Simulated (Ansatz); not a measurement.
Consider the formal exchange of groups at the Si–N bond: `CN[SiH2]CN` + `C#C` → `C#C[SiH2]CN` + CH₃NH₂.

Calculated with Ansatz (gas phase, PBE0-D4/def2-TZVP geometries, no zero-point term in ΔE). CCSD(T)/CBS adds triple-zeta CCSD(T) − MP2 to the extrapolated MP2 energy (def2 sets, frozen cores). This one scheme is used for every species. Functionals use def2-TZVPP. Each species was taken in one conformer, which may not be the lowest.

Task: Is it downhill or uphill in electronic energy at CCSD(T)/CBS, and by how much? (Best estimate.)

Result: Ansatz gave: Uphill: ΔE = +7.9 kJ/mol.

Task: What do these levels give: PBE0-D4, PBE, SCS-MP2/def2-TZVPP, CCSD(T)/def2-TZVPP, HF/def2-QZVPP, MP2/CBS(def2)? (Estimate.)

Result: Computed: PBE0-D4 4.0, PBE -1.4, SCS-MP2/def2-TZVPP 6.2, CCSD(T)/def2-TZVPP 7.2, HF/def2-QZVPP 6.5, MP2/CBS(def2) 7.4 kJ/mol.

Largest T1 diagnostic among the species: 0.013.

The D4 term adds +5.1 kJ/mol with B3LYP and +2.9 kJ/mol with PBE0; it sums over pairs of atoms, weighted by their polarisabilities, and B3LYP, whose exchange is more repulsive, gets the larger term.

B3LYP here is the variant with VWN-RPA as its local correlation; programs differ in this.
